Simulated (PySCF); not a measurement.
B3LYP has the VWN-RPA correlation part, as in Gaussian. Delta-SCF ions had no search for a lower state. Excitations are Tamm–Dancoff values on a coarser integration grid. The basis has no diffuse functions, so Rydberg states are missing or too high.

Cartesian coordinates (Å):
SMILES: [NH2][Ga]([NH2])[NH2]
```xyz
10

N      0.1087     1.7795    -0.4427
Ga     0.0030    -0.0079    -0.0466
N      1.5398    -0.9943     0.1222
N     -1.6211    -0.8576    -0.1040
H      0.9489     2.3010    -0.2509
H     -0.7020     2.3726    -0.3675
H      1.5150    -1.9251     0.5064
H      2.4183    -0.5477     0.3306
H     -1.7316    -1.7846     0.2743
H     -2.4789    -0.3361    -0.0219
```
Charge 0, multiplicity 1.

Problem. Give the dipole moment, vertical ionisation energy (Delta-SCF), HOMO, LUMO and T1 excitation (TDA) at the level PySCF with B3LYP-D3(BJ)/def2-TZVP.

Solution. 
```json
{
  "dipole_moment": "1.99 D",
  "vertical ionisation energy (Delta-SCF)": "8.72 eV",
  "HOMO": "-6.47 eV",
  "LUMO": "-0.24 eV",
  "T1 excitation (TDA)": "4.81 eV"
}
```
